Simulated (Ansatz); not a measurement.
Reaction (redistribution): `[SiH3][GeH2][SiH3]` + `OB(F)[NH][GeH3]` → `O[B](F)[GeH2][SiH3]` + `[SiH3][NH][GeH3]`

Calculated with Ansatz (gas phase, PBE0-D4/def2-TZVP geometries, no zero-point term in ΔE). CCSD(T)/CBS is the MP2 limit (def2-TZVPP, def2-QZVPP) plus CCSD(T) − MP2 in def2-TZVPP, frozen cores. DFT in def2-TZVPP. B3LYP here is the variant with VWN-RPA as its local correlation; programs differ in this. For Ge outer-core shells are correlated without core-valence functions, which leaves a few kJ/mol of doubt a bond. Scalar relativity is left out up to krypton. Each species was taken in one conformer, which may not be the lowest.

(1) Is it downhill or uphill in electronic energy at CCSD(T)/CBS, and by how much? (Best estimate.)

(2) What do these levels give: PBE-D4, r2SCAN-D4, B3LYP-D4, ωB97X-V, B2PLYP, PBE, B3LYP, MP2/def2-TZVPP, SCS-MP2/def2-TZVPP, CCSD/def2-TZVPP, HF/CBS(def2), CCSD/CBS(def2)? (Best estimate.)

Largest T1 diagnostic among the species: 0.013.

Results:

(1) Computed: Uphill: ΔE = +86.7 kJ/mol.

(2) Computed: PBE-D4 92.2, r2SCAN-D4 92.7, B3LYP-D4 91.2, ωB97X-V 88.3, B2PLYP 88.3, PBE 91.7, B3LYP 90.4, MP2/def2-TZVPP 85.8, SCS-MP2/def2-TZVPP 84.3, CCSD/def2-TZVPP 90.0, HF/CBS(def2) 92.7, CCSD/CBS(def2) 88.1 kJ/mol.

In def2-TZVPP, CCSD(T) changes the Hartree–Fock value by −5.5 kJ/mol (the triples alone add −1.4 kJ/mol) and MP2 by −8.3 kJ/mol. From PBE to PBE0 (25 % exact exchange), in def2-TZVPP and without D4, ΔE moves by +3.4 kJ/mol.
